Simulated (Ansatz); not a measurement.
Input file for CH5BBrN (`NCBBr`):

```yaml
crystal:
  periodic: [false, false, false]
  atoms:
    - {symbol: N, position_ang: [-0.937431, 0.949728, 0.134225]}
    - {symbol: C, position_ang: [0.129781, 0.066505, 0.537425]}
    - {symbol: B, position_ang: [0.523641, -1.090383, -0.409700]}
    - {symbol: Br, position_ang: [-0.111094, -1.181014, -2.208535]}
    - {symbol: H, position_ang: [-0.900272, 1.148959, -0.856521]}
    - {symbol: H, position_ang: [-0.916775, 1.825173, 0.637459]}
    - {symbol: H, position_ang: [1.111502, 0.563372, 0.706996]}
    - {symbol: H, position_ang: [-0.095890, -0.386394, 1.514324]}
    - {symbol: H, position_ang: [1.285138, -1.942247, -0.072775]}
basis:
  gaussian: {orbitals: def2-TZVPP}
correlation: {method: ccsd_t}
```

```sh
$ ansatz run in.yaml --threads 4 --pin off --events-out ev --progress --plain --max-ram 10444MiB
```

Output of Ansatz, abridged:

```
Functional definition: HF
1283 factors; integrals over basis functions are off by at most 1.3e-3 eV
mean field evaluation 1: about -73260.9043 eV, gradient 3.3e1 eV
mean field evaluation 2: about -73261.0666 eV, gradient 3.3e1 eV
mean field evaluation 4: about -73263.8407 eV, gradient 3.5e0 eV
mean field evaluation 8: about -73263.8885 eV, gradient 2.1e-1 eV
mean field -73263.88877293 eV, -2692.3982523577 hartree, gradient 2.0e-6 eV, S^2 0.000000; 0 other end points of the search recorded, 0 dependent functions left out
12 core orbitals not correlated: weight in the atoms' cores, before any rotation towards them, 1.000 or more for the frozen orbitals, at most 0.000 for the correlated occupied ones
reference -73263.88877293 eV, -2692.3982523577 hartree; 17, 17 occupied and 182, 182 virtual orbitals, 1283 factors
second order -20.81612959 eV of doubles, -0.00000000 eV of singles
cycle   1  -21.14618954 eV  change   -3.3e-1 eV  update   8.8e-2
cycle   2  -21.62256383 eV  change   -4.8e-1 eV  update   2.4e-2
cycle   3  -21.69933011 eV  change   -7.7e-2 eV  update   1.3e-2
cycle   4  -21.68668077 eV  change    1.3e-2 eV  update   4.0e-3
cycle   5  -21.68668975 eV  change   -9.0e-6 eV  update   2.3e-3
cycle   6  -21.68712815 eV  change   -4.4e-4 eV  update   7.6e-4
cycle   7  -21.68680204 eV  change    3.3e-4 eV  update   3.4e-4
cycle   8  -21.68678910 eV  change    1.3e-5 eV  update   1.1e-4
cycle   9  -21.68683907 eV  change   -5.0e-5 eV  update   4.7e-5
cycle  10  -21.68681997 eV  change    1.9e-5 eV  update   2.3e-5
perturbative correction -0.81660736 eV, -0.0300097671 hartree
Total energy: -73286.39220027 eV, -2693.2252380590 hartree
```

It took 97 s on 4 threads of an Arm Neoverse V1 on a shared host, with 3.1 GiB of host memory at the peak.

MP2 recovers 92.5 % of the CCSD(T) correlation energy and the triples give 3.6 %; T1 = 0.0101.
